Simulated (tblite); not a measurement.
Compound: C₃H₈B (charge -1).
SMILES with atom numbers: `[BH3-:1][CH2:2][CH:3]=[CH2:4]` (hydrogens: H5, H6, H7 on B1; H8, H9 on C2; H10 on C3; H11, H12 on C4)

Geometry (GFN2-xTB, Å), atoms numbered from 1 in this order:
```
atom  x, y, z in Å
B1     1.4631   -0.4724   -0.5138
C2     0.4661    0.6197    0.3017
C3    -0.9388    0.3677   -0.0045
C4    -1.8395   -0.2026    0.7932
H5     2.6211   -0.2052   -0.2289
H6     1.3064   -0.3594   -1.7192
H7     1.2072   -1.6120   -0.1691
H8     0.7528    1.6228   -0.0297
H9     0.6474    0.5455    1.3781
H10   -1.2446    0.6274   -1.0158
H11   -1.5946   -0.4981    1.8028
H12   -2.8455   -0.4341    0.4672
```

Level: GFN2-xTB in tblite, geometry and Hessian alike; calculated harmonic values, unscaled, isolated species. This tight-binding method is rough: wavenumbers can miss measured ones by several per cent, in bad cases by 10 to 20. Modes of hydrogen on boron can be 10 to 20 % off. One conformer, not necessarily the lowest.

Harmonic wavenumbers (cm⁻¹): 131.0, 164.5, 264.7, 411.8, 614.4, 699.1, 749.5, 783.0, 866.5, 944.9, 990.9, 1012.4, 1093.2, 1147.9, 1176.7, 1225.2, 1269.1, 1269.9, 1306.6, 1432.0, 1508.3, 1679.4, 2114.7, 2139.9, 2247.2, 2907.1, 2932.3, 2979.4, 3024.8, 3063.8.

A = 19064, B = 4270, C = 4102 MHz; mass 55.072 u (most abundant isotopes); point group C1, symmetry number 1.

Q: Zero-point energy?

A: ½Σν̃ = 21075 cm⁻¹ = 252.12 kJ/mol.

Q: Give the ideal-gas entropy at 273.15 K and 1 bar in the rigid-rotor, harmonic-oscillator model (classical rotation).

A: Translation 157.03, rotation 100.91, vibration 37.01: S = 295.0 J/(mol K).

Q: And Cp and H(273.15 K) − H(0)?

A: Cp = 83.88 J/(mol K), of which vibrations give 50.63 (their classical limit is 30 R = 249.4); H(273.15 K) − H(0) = 15.13 kJ/mol without the zero-point energy, 6.04 from vibrations.

Q: Blend soft modes into free rotors: weight 1/[1 + (100 cm⁻¹/ν̃)⁴] for the oscillator and the rest for a rotor with moment μB/(μ + B), μ = h/(8π²ν), B = 10⁻⁴⁴ kg m². What vibrational entropy results?

A: 36.74 J/(mol K) in place of 37.01, which changes −T·S at 273.15 K by +0.07 kJ/mol.

Q: Which modes carry the vibrational entropy at 273.15 K?

A: 131.0 cm⁻¹: 11.56; 164.5 cm⁻¹: 9.76; 264.7 cm⁻¹: 6.19; 411.8 cm⁻¹: 3.34; 614.4 cm⁻¹: 1.43; 699.1 cm⁻¹: 1.00 J/(mol K); the other 24 give 3.72 together.

Hindered rotation and anharmonicity are outside this model. Other conformers, if any are populated, would add a mixing term that is left out. The structure is chiral; the term R ln 2 for an equal mix with its mirror image is left out.
